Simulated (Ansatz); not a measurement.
`F[C@@H]1CC[C@H](F)O1`, relaxed with RKS PBE0-D4/def2-TZVP in Ansatz 0.2.0 from a PBE-D4/def2-SVP geometry. The force threshold is 0.005 eV/Å; the program also tests the step.

The species carries charge 0 and has multiplicity 1.

Start:

```xyz
13

F    -1.271    2.012   -0.085
C    -0.088    1.314   -0.223
C     0.139    0.393    0.989
C     0.499   -0.954    0.349
C    -0.252   -0.862   -0.976
F    -1.584   -1.211   -0.783
O    -0.146    0.480   -1.362
H     0.708    2.069   -0.402
H    -0.826    0.330    1.530
H     0.905    0.784    1.684
H     0.193   -1.837    0.941
H     1.586   -1.028    0.144
H     0.137   -1.487   -1.808
```

(1) How much energy does the relaxation release, and in how many steps? (Estimate.)

(2) Which bonds change most? (Estimate.)

(3) Give the relaxed structure. (Best estimate.)

Results:

(1) The calculation gave: 5.62 kJ/mol, in 8 steps.

(2) Computed: C2–H8 from 1.112 to 1.092 Å; C5–H13 from 1.110 to 1.091 Å; C2–O7 from 1.413 to 1.396 Å; C3–H9 from 1.108 to 1.090 Å.

(3) Computed: 
```xyz
13

F    -1.322    1.920   -0.087
C    -0.103    1.301   -0.219
C     0.167    0.400    0.984
C     0.467   -0.959    0.358
C    -0.227   -0.847   -0.981
F    -1.558   -1.189   -0.847
O    -0.112    0.484   -1.351
H     0.627    2.096   -0.387
H    -0.736    0.372    1.594
H     0.982    0.779    1.599
H     0.099   -1.806    0.935
H     1.538   -1.092    0.190
H     0.178   -1.460   -1.788
```
